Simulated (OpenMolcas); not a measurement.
An OpenMolcas run meant for Tb4+ (ANO-R2, X2C; inactive shells 1s 2s 2p 3s 3p 3d 4s 4p 4d 5s 5p; intended active space 7 electrons in 7 orbitals (4f)). One step of its input:

```
&RASSCF
FileOrb=start.orb
Symmetry=2
Spin=8
nActEl=8 0 0
Inactive=15 12
Ras2=0 7
CIRoot=1 1 1
SDav=1
CIMx=300
Iter=93 100
PrWF=0.3
OrbListing=Nothing
MaxOrb=0
Atom
>>> COPY $Project.JobIph JOB001
```

Lines from the output:

```
--- SEWARD ---
Basis set label: TB.ANO-R...8S6P4D3F1G.

      Electronic valence basis set:
      ------------------
      Associated Effective Charge  65.000000 au
      Associated Actual Charge     65.000000 au
      Nuclear Model: Finite nucleus - Gaussian distribution
        Gaussian exponent, Xi/bohr**(-2):  1.61554E+08

      Shell  nPrim  nBasis  Cartesian Spherical Contaminant
         s      25       8        X
         p      19       6        X
         d      12       4                 X
         f      10       3                 X
         g       5       1                 X
                  Relativistic X2C integrals
                  Atomic mean-field integrals
--- RASSCF ---

 Nr of active orbitals     NAC=   7
 Spin degeneracy         ISPIN=   8
 There can be no such wave function.
 ************************************************
--- Stop Module: rasscf at  /rc=_RC_INPUT_ERROR_ ---
.####################.
.# User input error #.
.####################.
```

Question: What is wrong with the input?

Answer: nActEl holds one electron too many for this ion, which clashes with the multiplicity.
